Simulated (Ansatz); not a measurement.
## Relative stability

The two ends of one reaction step of Si3H8O, closed shell (PBE0-D4/def2-TZVP).

A:

```
12
angstrom
Si -1.2556 -0.5378 -0.1070
Si 0.6054 -1.8468 0.4699
H -1.8812 -1.0710 -1.3473
O -0.8424 1.0295 -0.3597
Si 0.3777 2.1166 -0.3579
H -2.2689 -0.5956 0.9813
H 1.6272 -1.8297 -0.6118
H 1.2355 -1.3551 1.7252
H 0.1570 -3.2511 0.6801
H 1.6566 1.4397 -0.0080
H 0.4956 2.7249 -1.7063
H 0.0932 3.1763 0.6415
```

B:

```
atom    x (Å)    y (Å)    z (Å)
 Si1  -1.5960  -1.0345   0.0394
 Si2   0.6558  -1.8172   0.0726
  H3  -1.6759   1.1094  -1.3018
  O4  -1.1726   0.8576  -0.5242
 Si5   0.2038   1.7517  -0.0896
  H6  -1.5188  -0.5856   1.4914
  H7   1.2291  -2.0406  -1.2892
  H8   1.7026  -1.0626   0.8336
  H9   0.5525  -3.1587   0.7245
 H10   0.3143   1.6320   1.3739
 H11   1.3765   1.2056  -0.8032
 H12  -0.0713   3.1429  -0.5274
```

Ansatz 0.2.0; basis: def2-TZVPP; cores frozen in the correlated methods. B3LYP uses VWN-RPA correlation.

Task: Which structure is lower at CCSD(T), and by how much? (Judge from chemistry; the value comes from the calculation.)

Result: By the calculation: A, by 254.6 kJ/mol (electronic energy, against the other). By their contacts, A is Si₃H₈O ([SiH3][O][SiH2][SiH3]) and B is Si₃H₈O ([SiH3][OH][SiH][SiH3]).

All methods give the same order:

| method | E(B) − E(A) (kJ/mol) |
| --- | --- |
| SPW92 | 228.2 |
| PBE-D4 | 231.9 |
| BLYP-D4 | 239.4 |
| r2SCAN-D4 | 259.8 |
| B97M-V | 250.8 |
| PBE0-D4 | 246.4 |
| B3LYP-D4 | 251.8 |
| r2SCAN0-D4 | 264.0 |
| BHLYP-D4 | 267.9 |
| CAM-B3LYP-D4 | 262.4 |
| wB97X-V | 263.0 |
| wB97M-V | 244.5 |
| B2PLYP | 262.4 |
| PBE-QIDH | 263.4 |
| RPA on PBE | 249.4 |
| HF | 293.3 |
| MP2 | 266.0 |
| CCSD | 259.9 |
| CCSD(T) | 254.6 |

The T1 diagnostic stays at or below 0.014.

Labels in which every atom is bracketed show which atoms are joined, not bond orders.

For scale, one of the runs: CCSD(T)/def2-TZVPP, 269 basis functions, launched by `ansatz run in.yaml --threads 4 --pin off --events-out ev --progress --plain --max-ram 9574MiB`. Time: 2.1 min of wall clock on 4 CPU threads of an Arm Neoverse V2; the host was shared. Peak host memory: 6.2 GiB.
